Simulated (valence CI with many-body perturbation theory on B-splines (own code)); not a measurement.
Values are calculated unless marked as measured or tabulated.
**Sensitivity of CI+MBPT for Cu⁶⁺**

Level of theory: relativistic CI+MBPT: five valence electrons over a frozen Dirac-Fock core [Ar], radial functions for each j: 6 s, 6 p, 5 d, 5 f, 1 g, with the one-electron correlation potential Σ1, the two-electron term Σ2, the three-electron term Σ3, Breit, model QED; selected CI, second order for the rest, scaled by the run's own slope (own B-spline code, finite nucleus).

Set against measurement, 22 paired levels are off by 502 cm⁻¹ on average, the worst by 1886. Among the levels kept, up to 400 cm⁻¹ of a level comes from second order outside the variational space, and about a tenth of that is noise between levels of different J, which matters for small intervals. Only levels of the ground parity were solved; by the run's estimate the other parity begins above the list, which can be wrong where configurations are misplaced.

The reference run has the lowest level 3d⁵ ⁶S_5/2 and an ionisation energy of 137.492 eV. Its largest variational space holds 10101 state functions.

Changed runs:
A. screening of Σ1 on → off
B. three-electron term on → off
C. correlating orbitals by l 3 3 3 3 1 → 4 2 1 2 2
D. factor on the speed of light 1 → 0.9 (bad on purpose)

Excitation energies of the reference run in cm⁻¹, and shifts in cm⁻¹:

```
                 Level  Reference       A        B       C       D
           3d⁵ ⁴G_11/2      45594     +31     +531    +249     -85
            3d⁵ ⁴G_5/2      45656     +30     +544    +265    -114
            3d⁵ ⁴G_7/2      45716     +31     +539    +264     -64
            3d⁵ ⁴G_9/2      45722     +31     +528    +254     -43
            3d⁵ ⁴P_5/2      51154     +24     +991    +357    -380
            3d⁵ ⁴P_3/2      51502     +27     +996    +351    -243
            3d⁵ ⁴P_1/2      51879     +31    +1069    +357     -84
            3d⁵ ⁴D_7/2      55599     +35     +214    +281     -69
            3d⁵ ⁴D_1/2      56090     +39     +252    +274    +134
            3d⁵ ⁴D_3/2      56342     +41     +332    +283    +239
            3d⁵ ⁴D_5/2      56343     +41     +357    +295    +230
           3d⁵ ²I_11/2      65891     +45    +1088    +389    -188
Ionisation energy (eV)    137.492  +0.080  -0.0011  +0.009  -0.207
```
